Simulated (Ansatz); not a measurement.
Coupled-cluster diagnostics for the cluster GeTe₂⁻, Ansatz.

Geometry of the doublet (r2SCAN-D4/def2-TZVPD):

Cartesian coordinates in Å:
```
Ge -1.4441 0.0497 1.6548
Te 0.7433 -0.2301 0.5194
Te 0.7008 0.1804 -2.1742
```

In the def2 sets Te takes a core potential; there is no spin–orbit coupling. Correlated methods freeze 17 core orbitals; core or outer-core shells of Ge, Te are correlated, in sets that lack core-valence functions. Another isomer (doublet) lies 1.09 eV lower at PBE0-D4/def2-TZVPD; other spin states weren't run for this one.

(1) Estimate the CCSD(T) correlation energy, the shares of MP2 and (T), T1 and the reference's ⟨S²⟩ for: charge -1, doublet, own geometry in def2-SVPD; and the rough time on 4 threads of Arm Neoverse N1 on a shared host.

## Answers

(1) 
| state | basis | correlation (eV) | MP2 share (%) | (T) share (%) | T1 | ⟨S²⟩ (pure) | wall time | remarks |
| --- | --- | --- | --- | --- | --- | --- | --- | --- |
| charge -1, doublet, own geometry | def2-SVPD | -13.111 | 92.4 | 4.4 | 0.024 | 0.85 (0.75) | 33 s | spin-contaminated (⟨S²⟩ 0.85) |
Customary marks for T1 are 0.02 (closed shells), 0.045 (open shells) and about 0.05 (3d metals). T1 exceeds 0.02 in 1 of 1 rows and 0.045 in 0; the higher it lies, the less the single-reference result can be trusted.
